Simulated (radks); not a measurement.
The numbers below are computed, except where a source is named.
The mean radii <r> (bohr) of the occupied orbitals of an atom or ion are listed with their occupations. Code: a radial shooting solver on a logarithmic mesh with Libxc functionals. Model: scalar-relativistic Kohn-Sham, SCAN, spin-polarised, spherical densities, finite nucleus; meta-GGA in the generalised Kohn-Sham scheme; Fermi nuclear charge, rms radius of each element as measured or else 0.836 A^(1/3) + 0.57 fm.

orbital  occ.      <r>
1s down     1  0.01632
1s up       1  0.01632
2s up       1  0.06871
2s down     1  0.06871
2p up       3  0.06232
2p down     3  0.06232
3s up       1   0.1772
3s down     1   0.1772
3p up       3   0.1789
3p down     3   0.1789
3d up       5   0.1623
3d down     5   0.1622
4s up       1   0.3870
4s down     1   0.3872
4p up       3   0.4097
4p down     3   0.4100
4d up       5   0.4252
4d down     5   0.4257
4f up       7   0.4268
4f down     5   0.4277

Name the element and its charge. Open shells, if any, are filled with parallel spins first.

Answer. Z = 81, thallium, charge +23: Tl23+ in [Kr] 4d10 4f12. The 1s radius gives Z: for a bare nucleus <r> = (2 gamma + 1)/(2Z) with gamma = sqrt(1 - (Z/c)^2), 0.01613 bohr for Z = 81, and screening makes it slightly larger (0.01632 here). The occupations add up to 58, and the charge is Z minus that.
